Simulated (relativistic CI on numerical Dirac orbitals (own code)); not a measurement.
## Pb³⁰⁺: sensitivity of the levels to the model

Base calculation: Dirac-Coulomb-Breit CI, separate exchange-only KLI orbitals for each configuration, a model potential for QED, unscaled Slater integrals.

CI space (outside the closed core [Ar] 3d10 4p6 4d10): 4s²4f⁶, 4s²4f⁵5s, 4s²4f⁴5s², 4s4f⁷, 4s²4f⁵6s, 4f⁸. Levels of other configurations are missing.

Variants: (1) P86 correlation estimate; (2) only the first 3 configurations; (3) one mean potential for all configurations. Shifts of the energy above 4s²4f⁶ ⁵D0, in cm⁻¹, for the lowest level and the first level of each name with at least 55 % of one term (blank where a level changes its place among those of its configuration and J or its character, or is not in the variant):

```tsv
Level	Base	Δ(1)	Δ(2)	Δ(3)
4s²4f⁶ ⁵D0	0.0	0.0	0.0	0.0
4s²4f⁶ ⁷F2	41758.9	-0.1	-53.4	-1202.4
4s²4f⁶ ⁷F3	55340.2	-0.1	-60.7	-1384.7
4s²4f⁶ ⁷F4	65613.1	-0.1	-62.4	-1450.1
4s²4f⁶ ⁷F0	71560.7	0.0	-22.2	-991.1
4s²4f⁶ ⁷F5	72445.0	-0.1	-58.1	-1389.1
4s²4f⁶ ⁵D2	118780.2	-0.1	-38.5	-1086.7
4s²4f⁶ ⁵L9	140017.3	-0.1	-65.2	-969.1
4s²4f⁶ ⁵F1	159513.2	0.0	-30.7	-821.4
4s²4f⁶ ³O11	184854.2	-0.1	-84.8	-999.5
4s²4f⁶ ³O12	188766.0	-0.1	-84.8	-1008.1
```

At this charge energies of transitions that change n are usually good to better than 1 %, and those within a shell (Δn = 0) to a few per cent. Terms inside the open d or f shell come out 10 to 20 % too wide with unscaled integrals.

Ionisation energy from the two ground configurations alone: base 1104.44 eV; P86 correlation estimate 1106.55 eV. The NIST ASD value (theoretical) is 1120 eV.

LS names give the leading component of a level, which can be under half, so a name can repeat, a term be missing and a line seem to break the LS rules.
